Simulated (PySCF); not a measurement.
Spin-rotation constants: `C[C@H]1[CH2][Ge@@H]([AsH2])[CH2]1`, C₄H₁₁AsGe

Cartesian coordinates in Å; atom numbers follow the order of the lines, from 1:
```xyz
17

C    -2.116    0.585    0.575
C    -1.073   -0.076   -0.312
C     0.057    0.861   -0.768
Ge    1.336   -0.681   -0.680
As    3.534   -0.545    0.333
C    -0.285   -1.205    0.370
H    -2.614    1.393    0.042
H    -1.648    0.998    1.468
H    -2.866   -0.139    0.885
H    -1.567   -0.482   -1.200
H     0.276    1.602    0.002
H    -0.145    1.389   -1.697
H     1.345   -1.429   -2.023
H     3.739    0.820   -0.259
H     2.913    0.098    1.539
H    -0.742   -2.189    0.282
H    -0.153   -0.989    1.432
```

Computed with GIAO BHandHLYP/pcSseg-1 magnetisability, rotational g tensor and spin-rotation constants, non-relativistic, gas phase (PySCF). Geometry: GFN2-xTB.

The calculation is non-relativistic, which matters for the atoms heavier than Zn.

Give the nuclear spin-rotation constants along the inertial axes (H = +C I·J) beside the isotropic shieldings.

Rotational constants 4.2063, 0.6722, 0.6563 GHz. A star marks the isotopologue with that one atom substituted, in its own axes.
```csv
atom,isotope,Caa (kHz),Cbb (kHz),Ccc (kHz),mean (kHz),σ (ppm)
As5,75As,4.018,0.645,0.653,1.772,1949.7
H7,1H,-0.272,-0.076,-0.012,-0.120,30.6
H8,1H,-0.376,0.006,-0.081,-0.150,31.0
H9,1H,-0.281,-0.077,-0.010,-0.123,30.6
H10,1H,-0.283,0.005,-0.076,-0.118,29.6
H11,1H,-0.484,0.013,-0.066,-0.179,30.6
H12,1H,-0.391,-0.047,-0.014,-0.151,29.9
H13,1H,-0.362,0.030,-0.059,-0.131,26.8
H14,1H,-0.435,-0.076,0.009,-0.167,29.9
H15,1H,-0.356,-0.002,-0.076,-0.145,30.1
H16,1H,-0.394,-0.056,-0.006,-0.152,30.0
H17,1H,-0.481,0.018,-0.073,-0.178,30.6
C1,13C*,0.612,0.104,0.115,0.277,157.2
C2,13C*,0.707,0.120,0.099,0.308,153.1
C3,13C*,0.566,0.135,0.115,0.272,150.4
Ge4,73Ge*,-1.149,-0.192,-0.181,-0.507,1453.3
```
For the geometry as given, no vibrational averaging.

How do the rotational constants and the g tensor change when H7, H8, H9, H10, H11, H12, H13, H14, H15, H16, H17 are replaced by deuterium?

Constants 3.2627, 0.5987, 0.5854 GHz; g -0.0071, -0.0053, -0.0015, against -0.0093, -0.0059, -0.0017 before.
